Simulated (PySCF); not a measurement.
A structure optimised at B3LYP-D3(BJ)/def2-SVP, used in a PySCF frequency run:

```xyz
14

N     -2.4074    -0.2472    -0.4295
C     -1.5124    -0.3084     0.7356
Si     0.2482     0.2481     0.3645
N      0.3463     1.8178    -0.3348
N      1.2004     0.1768     1.7955
Cl     0.8891    -1.0114    -1.2135
H     -2.3840     0.6993    -0.8139
H     -2.0295    -0.8421    -1.1693
H     -1.5170    -1.3355     1.1421
H     -1.9240     0.3263     1.5416
H      0.4349     2.6498     0.2383
H      0.6894     1.9507    -1.2787
H      2.1723     0.4736     1.7779
H      1.0670    -0.5840     2.4557
```

Task: Write its SMILES and formula.

Result: NC[Si](N)(N)Cl, CH8ClN3Si

Task: What are its rotational constants (standard atomic weights)?

Result: 2.2036, 1.9629, 1.4992 GHz
